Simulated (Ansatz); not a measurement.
A made-up structure of AlH₄SeO (charge +1), closed shell:

```
7
angstrom
O -0.6559 -1.1253 0.1708
Se -0.3229 -0.1812 -1.5258
Al 0.4854 0.4345 1.5957
H -1.6059 0.2460 -2.1978
H 0.4863 -1.0159 -2.4894
H 0.3367 -0.1470 3.0431
H 1.1076 1.6437 0.8210
```

It is relaxed with PBE-D4/def2-SVP and then PBE0-D4/def2-TZVP (Ansatz 0.2.0). Atoms count as bonded within 1.22 times the sum of their covalent radii (H–H: 0.88 Å). The end point is not checked to be a true minimum.

Question: Does its bonding change? (Judge from chemistry; the calculation decides.)

Answer: By the calculation: Yes. Formed: O1–Al3; broken: none.

Where it ends: The first stage lowers the energy by 2.34 eV in 9 steps. It ends as AlH₄SeO ([AlH2][O][SeH2]), total charge +1:
```tsv
atom	x (Å)	y (Å)	z (Å)
O1	-0.2403	-0.3972	-0.0035
Se2	-0.1963	0.0573	-1.6446
Al3	0.4347	0.3821	1.4585
H4	-1.6285	-0.1755	-1.9751
H5	0.1745	-1.2608	-2.2273
H6	0.1063	-0.4588	2.7283
H7	1.1809	1.7079	1.0811
```

Labels in which every atom is bracketed show which atoms are joined, not bond orders.

For scale, one of the runs: PBE0-D4/def2-TZVP relaxation, 140 basis functions, launched by `ansatz run in.yaml --threads 2 --pin off --events-out ev --progress --plain --max-ram 4352MiB`. Hardware: 2 CPU threads of an Intel Xeon Platinum 8488C, shared host. Wall time about 18 s.
